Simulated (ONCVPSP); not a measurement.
Al (Z = 13): excitation energies, all-electron against ONCV

```json
{"Element": "Al (Z = 13)", "Generator": "ONCVPSP 4.0.1", "Type": "optimised norm-conserving Vanderbilt (ONCV)", "Functional": "LDA (Perdew-Zunger)", "Relativity": "scalar-relativistic", "Frozen core": "[He]", "Valence charge": "11", "Reference configuration": "2s2 2p6 3s2 3p1", "Partial waves": "2s+3s: rc 1.10 bohr, ncon 4, nbas 7, qcut 10.8 1/bohr, 2 projectors; 2p+3p: rc 0.90 bohr, ncon 4, nbas 8, qcut 16.8 1/bohr, 2 projectors; d scattering state at 0.11 Ha: rc 1.05 bohr, ncon 5, nbas 9, qcut 10.4 1/bohr, 2 projectors, debl 0.9 Ha", "Local potential": "polynomial inside 0.65 bohr (lpopt 1, dvloc0 0 Ha)", "Core correction": "Teter function, fcfact 4, rcfact 1.3"}
```

Energies are relative to the spin-unpolarised reference configuration 2s2 2p6 3s2 3p1; without spin polarisation the order of configurations can differ from experiment. Not all tests gave a result: 1 of 4 tests not solved or not reliable.

```csv
valence configuration,charge,ΔE all-electron (eV),error AE − PS (meV)
2s2 2p6 3s2 3p0,+1,5.847,+0.2
2s2 2p6 3s1 3p0,+2,25.224,-0.5
2s2 2p5 3s2 3p1,+1,82.877,+184
```
